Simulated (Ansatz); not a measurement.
`[CH3][Sb]([NH2])[SH]` and `[CH3][Sb]([NH2])[OH]` differ in one atom or group.

Ansatz, PBE0-D4/def2-TZVP geometries, multiplicity 1. Each molecule was computed in one conformer, which needn't be the lowest.

Elements past krypton have def2 core potentials.

```csv
property,`[CH3][Sb]([NH2])[SH]`
HOMO energy (PBE/def2-TZVPP) / eV,-5.73
HOMO–LUMO gap (ωB97M-V/def2-TZVPP) / eV,10.02
HOMO energy (B3LYP/def2-TZVPP) / eV,-6.63
HOMO energy (PBE0/def2-TZVPP) / eV,-6.84
HOMO–LUMO gap (PBE0/def2-TZVPP) / eV,6.24
LUMO energy (ωB97M-V/def2-TZVPP) / eV,1.09
```

(1) What does the change do to each property? (Estimate.)

Answers

(1) Computed: 
```csv
property,`[CH3][Sb]([NH2])[OH]`,shift
HOMO energy (PBE/def2-TZVPP) / eV,-5.70,0.03
HOMO–LUMO gap (ωB97M-V/def2-TZVPP) / eV,10.34,0.32
HOMO energy (B3LYP/def2-TZVPP) / eV,-6.71,-0.08
HOMO energy (PBE0/def2-TZVPP) / eV,-6.88,-0.04
HOMO–LUMO gap (PBE0/def2-TZVPP) / eV,6.57,0.33
LUMO energy (ωB97M-V/def2-TZVPP) / eV,1.31,0.22
```

B3LYP here is the variant with VWN-RPA as its local correlation; programs differ in this.

Spin–orbit coupling is left out; it splits and shifts lone-pair levels of the heavy atoms by tenths of an eV.
